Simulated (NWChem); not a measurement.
Everything below was run with NWChem. System: H₄PSi, charge 0, spin multiplicity 2, at a geometry optimised with UPBE/def2-SVP. The structure started from a generated list of species. Its SCF solution wasn't tested for a lower state. Level: ROCCSD(T)/def2-TZVP, 10 core orbitals frozen.

Input file:

```
start mol
memory heap 100 mb stack 700 mb global 1900 mb
geometry units angstroms nocenter noautoz
  Si    -0.421891     1.069898     0.000000
  P      0.435858    -1.033042     0.000000
  H      0.095851     1.789444     1.224910
  H      0.095851     1.789444    -1.224910
  H     -0.411555    -1.530912     1.052990
  H     -0.411555    -1.530912    -1.052990
  symmetry group Cs
end
basis spherical
  * library def2-tzvp
end
scf
  rohf
  nopen 1
  maxiter 100
  thresh 1e-7
  semidirect memsize 60000000 filesize 0
  # guess.movecs holds the orbitals of an unrestricted PBE0 run
  vectors input guess.movecs output mol.movecs
end
tce
  freeze core 10
  ccsd(t)
  2eorb
  2emet 13
  thresh 1e-6
  maxiter 100
  tilesize 24
end
task tce energy
```

Part of the output:

```
             Northwest Computational Chemistry Package (NWChem) 7.3.0
             --------------------------------------------------------

                                NWChem Input Module
                                -------------------

 Scaling coordinates for geometry "geometry" by  1.889725989
 (inverse scale =  0.529177249)

 Turning off AUTOSYM since
 SYMMETRY directive was detected!

                             Geometry "geometry" -> ""
                             -------------------------

 Output coordinates in angstroms (scale by  1.889725989 to convert to a.u.)

  No.       Tag          Charge          X              Y              Z
 ---- ---------------- ---------- -------------- -------------- --------------
    1 Si                  14.0000    -0.42189100     1.06989800     0.00000000
    2 P                   15.0000     0.43585800    -1.03304200     0.00000000
    3 H                    1.0000     0.09585100     1.78944400     1.22491000
    4 H                    1.0000     0.09585100     1.78944400    -1.22491000
    5 H                    1.0000    -0.41155500    -1.53091200     1.05299000
    6 H                    1.0000    -0.41155500    -1.53091200    -1.05299000

 Effective nuclear repulsion energy (a.u.)      81.2027444029

            Nuclear Dipole moment (a.u.)
            ----------------------------
        X                 Y               Z
 ---------------- ---------------- ----------------
    -0.0000226767     0.0000113384     0.0000000000

      Symmetry information
      --------------------

 Group name             Cs
 Group number              2
 Group order               2
 No. of unique centers     4

      Symmetry unique atoms

     1    2    3    5


 Summary of "ao basis" -> "" (spherical)
 ------------------------------------------------------------------------------
       Tag                 Description            Shells   Functions and Types
 ---------------- ------------------------------  ------  ---------------------
 *                         def2-tzvp                  on all atoms

 Summary of "ao basis" -> "ao basis" (spherical)
 ------------------------------------------------------------------------------
       Tag                 Description            Shells   Functions and Types
 ---------------- ------------------------------  ------  ---------------------
 Si                        def2-tzvp                13       37   5s5p2d1f
 P                         def2-tzvp                13       37   5s5p2d1f
 H                         def2-tzvp                 4        6   3s1p

                                 NWChem SCF Module
                                 -----------------

  ao basis        = "ao basis"
  functions       =    98
  atoms           =     6
  closed shells   =    16
  open shells     =     1
  charge          =   0.00
  wavefunction    = ROHF
  use symmetry    = T
  symmetry adapt  = T

 Summary of "ao basis" -> "ao basis" (spherical)
 ------------------------------------------------------------------------------
       Tag                 Description            Shells   Functions and Types
 ---------------- ------------------------------  ------  ---------------------
 Si                        def2-tzvp                13       37   5s5p2d1f
 P                         def2-tzvp                13       37   5s5p2d1f
 H                         def2-tzvp                 4        6   3s1p

      Symmetry analysis of basis
      --------------------------

        a'         62
        a"         36

 Forming initial guess at       0.0s

      Symmetry analysis of molecular orbitals - initial
      -------------------------------------------------

  Numbering of irreducible representations:

     1 a'          2 a"

  Orbital symmetries:

     1 a'          2 a'          3 a'          4 a'          5 a"
     6 a'          7 a'          8 a'          9 a'         10 a"
    11 a'         12 a'         13 a"         14 a"         15 a'
    16 a'         17 a'         18 a'         19 a"         20 a'
    21 a"         22 a'         23 a'         24 a'         25 a"
    26 a'         27 a"

 Starting SCF solution at       0.0s

 ----------------------------------------------
         Quadratically convergent ROHF

 Convergence threshold     :          1.000E-07
 Maximum no. of iterations :          100
 Final Fock-matrix accuracy:          1.000E-09
 ----------------------------------------------

              iter       energy          gnorm     gmax       time
             ----- ------------------- --------- --------- --------
                 1     -631.9346533715  9.64D-01  4.49D-01      0.5
                 2     -631.9673001402  1.70D-01  3.25D-02      0.6
                 3     -631.9752475713  3.75D-02  1.95D-02      0.8
                 4     -631.9759370588  2.02D-03  9.26D-04      1.1
                 5     -631.9759392885  6.98D-06  4.37D-06      1.5
                 6     -631.9759392885  5.14D-09  1.77D-09      2.0

       Final ROHF results
       ------------------

         Total SCF energy =   -631.975939288508
      One-electron energy =  -1036.795115242077
      Two-electron energy =    323.616431550710
 Nuclear repulsion energy =     81.202744402859

        Time for solution =      2.0s

       Symmetry analysis of molecular orbitals - final
       -----------------------------------------------

  Numbering of irreducible representations:

     1 a'          2 a"

  Orbital symmetries:

     1 a'          2 a'          3 a'          4 a'          5 a"
     6 a'          7 a'          8 a'          9 a'         10 a"
[...]
  ----- ------------  ---------------      ----- ------------  ---------------
    52      0.355430  2 P  px                55      0.279111  2 P  px
    41      0.253050  2 P  s                 42      0.234952  2 P  s
    16      0.186336  1 Si py                53     -0.172843  2 P  py
    49      0.152450  2 P  px                40     -0.150007  2 P  s

 Vector   17  Occ=1.000000D+00  E=-1.387413D-01  Symmetry=a'
              MO Center= -9.4D-01,  9.8D-01, -5.1D-13, r^2= 2.4D+00
   Bfn.  Coefficient  Atom+Function         Bfn.  Coefficient  Atom+Function
  ----- ------------  ---------------      ----- ------------  ---------------
    15      0.477279  1 Si px                 5     -0.397111  1 Si s
    18      0.304191  1 Si px                 4     -0.291641  1 Si s
     3      0.172269  1 Si s

 Vector   18  Occ=0.000000D+00  E= 1.171178D-01  Symmetry=a'
              MO Center= -3.0D-01,  3.1D-01, -1.8D-15, r^2= 8.1D+00
   Bfn.  Coefficient  Atom+Function         Bfn.  Coefficient  Atom+Function
  ----- ------------  ---------------      ----- ------------  ---------------
    42      2.080203  2 P  s                 19      1.555983  1 Si py
     5     -0.864078  1 Si s                 55     -0.762380  2 P  px
    56      0.725339  2 P  py                89     -0.478538  5 H  s
    95     -0.478538  6 H  s                 77     -0.311514  3 H  s
    83     -0.311514  4 H  s                 18     -0.285369  1 Si px

 Vector   19  Occ=0.000000D+00  E= 1.373653D-01  Symmetry=a'
              MO Center= -1.6D-01, -2.0D-01,  9.8D-13, r^2= 7.3D+00
   Bfn.  Coefficient  Atom+Function         Bfn.  Coefficient  Atom+Function
  ----- ------------  ---------------      ----- ------------  ---------------
     5      1.708644  1 Si s                 56     -1.373058  2 P  py
    89     -0.998168  5 H  s                 95     -0.998168  6 H  s
    18      0.891470  1 Si px                77     -0.781825  3 H  s
    83     -0.781825  4 H  s                 55     -0.601629  2 P  px
    42      0.314124  2 P  s                 19     -0.312557  1 Si py

 Vector   20  Occ=0.000000D+00  E= 1.379057D-01  Symmetry=a"
              MO Center=  3.0D-01, -9.0D-01, -7.0D-13, r^2= 4.2D+00
   Bfn.  Coefficient  Atom+Function         Bfn.  Coefficient  Atom+Function
  ----- ------------  ---------------      ----- ------------  ---------------
    57      1.359523  2 P  pz                89     -1.172988  5 H  s
    95      1.172988  6 H  s

 center of mass
 --------------
 x =   0.03182240 y =  -0.04631523 z =   0.00000000

 moments of inertia (a.u.)
 ------------------
         290.966419221071          89.036567096595           0.000000000000
          89.036567096595          58.797953893523           0.000000000000
           0.000000000000           0.000000000000         312.202356282572

  Mulliken analysis of the total density
  --------------------------------------

    Atom       Charge   Shell Charges
 -----------   ------   -------------------------------------------------------
    1 Si  14    13.85   2.00  0.59  1.39  0.86  0.50  4.12  1.73  0.49  1.43  0.48  0.09  0.15  0.02
    2 P   15    15.20   2.01  0.53  1.44  0.99  0.72  4.17  1.70  0.67  1.89  0.89  0.06  0.13  0.01
    3 H    1     1.03   0.23  0.55  0.24  0.01
    4 H    1     1.03   0.23  0.55  0.24  0.01
    5 H    1     0.94   0.23  0.53  0.17  0.02
    6 H    1     0.94   0.23  0.53  0.17  0.02

 Mulliken analysis of the open-shell density
 -------------------------------------------

    Atom       Charge   Shell Charges
 -----------   ------   -------------------------------------------------------
    1 Si  14     0.91   0.00  0.00 -0.00  0.08  0.11  0.01 -0.01  0.08  0.40  0.22  0.01  0.02  0.00
    2 P   15     0.05   0.00  0.00 -0.00  0.00  0.00  0.00 -0.00  0.01  0.03  0.00  0.00  0.00  0.00
    3 H    1     0.02   0.00  0.01  0.00  0.00
    4 H    1     0.02   0.00  0.01  0.00  0.00
    5 H    1     0.00   0.00  0.00 -0.00  0.00
    6 H    1     0.00   0.00  0.00 -0.00  0.00

       Multipole analysis of the density wrt the origin
       ------------------------------------------------

     L   x y z        total         open         nuclear
     -   - - -        -----         ----         -------
     0   0 0 0     -0.000000     -1.000000     33.000000

     1   1 0 0     -0.321787      1.777468     -0.000023
     1   0 1 0     -0.002526     -1.853420      0.000011
     1   0 0 1      0.000000      0.000000      0.000000

     2   2 0 0    -23.657581     -6.977296     20.350071
     2   1 1 0      0.802758      4.169461    -40.960358
     2   1 0 1     -0.000000     -0.000000      0.000000
     2   0 2 0    -22.627742     -6.425883    154.001376
     2   0 1 1     -0.000000      0.000000      0.000000
     2   0 0 2    -21.638588     -1.785104     18.635188

                   NWChem Extensible Many-Electron Theory Module
                   ---------------------------------------------


            General Information
            -------------------
      Number of processors :     1
         Wavefunction type : Restricted open-shell Hartree-Fock
          No. of electrons :    33
           Alpha electrons :    17
            Beta electrons :    16
           No. of orbitals :   196
            Alpha orbitals :    98
             Beta orbitals :    98
        Alpha frozen cores :    10
         Beta frozen cores :    10
     Alpha frozen virtuals :     0
      Beta frozen virtuals :     0
         Spin multiplicity : doublet
    Number of AO functions :    98
       Number of AO shells :    42
        Use of symmetry is : on
      Symmetry adaption is : on
         Schwarz screening : 0.10D-09

          Correlation Information
          -----------------------
          Calculation type : Coupled-cluster singles & doubles w/ perturbation
   Perturbative correction : (T)
            Max iterations :      100
        Residual threshold : 0.10D-05
     T(0) DIIS level shift : 0.00D+00
     L(0) DIIS level shift : 0.00D+00
     T(1) DIIS level shift : 0.00D+00
     L(1) DIIS level shift : 0.00D+00
     T(R) DIIS level shift : 0.00D+00
     T(I) DIIS level shift : 0.00D+00
   CC-T/L Amplitude update :  5-th order DIIS
                I/O scheme : Global Array Library
        L-threshold :  0.10D-05
        EOM-threshold :  0.10D-05
 no EOMCCSD initial starts read in
 TCE RESTART OPTIONS
 SLICE:      F
 D4D5:       F
 quantumc:   F
 qrotation:  F
 pwtce:      F
 qducc:      F
 nacto:                         0
 nrotv:                         0
 nrot:                          0

            Memory Information
            ------------------
          Available GA space size is     249017592 doubles
          Available MA space size is     104851940 doubles

 Maximum block size supplied by input
 Maximum block size        24 doubles

 tile_dim =     17

 -------------------------------------------------
   1    alpha     a'     4 doubles       0       1
   2    alpha     a'     1 doubles       4       2
   3    alpha     a"     2 doubles       5       3
   4    beta      a'     4 doubles       7       4
   5    beta      a"     2 doubles      11       5
   6    alpha     a'    16 doubles      13       6
   7    alpha     a'    16 doubles      29       7
   8    alpha     a'    17 doubles      45       8
   9    alpha     a"    16 doubles      62       9
  10    alpha     a"    16 doubles      78      10
  11    beta      a'     1 doubles      94      11
  12    beta      a'    16 doubles      95      12
  13    beta      a'    16 doubles     111      13
  14    beta      a'    17 doubles     127      14
  15    beta      a"    16 doubles     144      15
  16    beta      a"    16 doubles     160      16

 Global array virtual files algorithm will be used

 Parallel file system coherency ......... OK

 4-electron integrals stored in orbital form

 v2    file size   =          5869926
 4-index algorithm nr.  13 is used
 imaxsize =       30
 imaxsize ichop =        0


CCSD iterations
 ---------------------------------------------------------
 Iter          Residuum       Correlation     Cpu    Wall
 ---------------------------------------------------------
    1   0.1431572879910  -0.2562337350471     0.5     0.5
    2   0.0416553002448  -0.2881812051344     0.5     0.5
    3   0.0161558915792  -0.2954570423808     0.5     0.5
    4   0.0069899382566  -0.2978112042015     0.5     0.5
    5   0.0050504880527  -0.2984836809519     0.5     0.5
    6   0.0015651710787  -0.2989851805743     0.5     0.5
    7   0.0009297080838  -0.2990884608137     0.5     0.5
    8   0.0004669941786  -0.2991082496446     0.5     0.5
    9   0.0004062175312  -0.2991177670074     0.5     0.5
   10   0.0001993944895  -0.2991310804429     0.5     0.5
   11   0.0000687857650  -0.2991408614899     0.5     0.5
   12   0.0000455777916  -0.2991452759422     0.5     0.5
   13   0.0000234816149  -0.2991461012821     0.5     0.5
   14   0.0000234606634  -0.2991456235784     0.5     0.5
   15   0.0000131861396  -0.2991461027115     0.5     0.5
   16   0.0000036428608  -0.2991456431588     0.5     0.5
   17   0.0000022789396  -0.2991458410519     0.5     0.5
   18   0.0000012526809  -0.2991459065956     0.5     0.5
   19   0.0000011883996  -0.2991459127288     0.5     0.5
   20   0.0000007017302  -0.2991459578833     0.5     0.5
 -----------------------------------------------------------------
 Iterations converged
 CCSD correlation energy / hartree =        -0.299145957883266
 CCSD total energy / hartree       =      -632.275085246390859

 Singles contributions

 Doubles contributions
 CCSD(T)
 Using plain CCSD(T) code
             total no. of tasks         1305
 total no. of tasks / no. procs         1305
                         wl_min           16           1.6
                         wl_max       314432           8.2
        thresh for no. of tasks         1305

 CCSD[T]  correction energy / hartree =        -0.012341487512730
 CCSD[T] correlation energy / hartree =        -0.311487445395996
 CCSD[T] total energy / hartree       =      -632.287426733903544
 CCSD(T)  correction energy / hartree =        -0.012015603768377
 CCSD(T) correlation energy / hartree =        -0.311161561651642
 CCSD(T) total energy / hartree       =      -632.287100850159277

 Task  times  cpu:       27.7s     wall:       27.7s

 Total times  cpu:       27.8s     wall:       27.8s
```
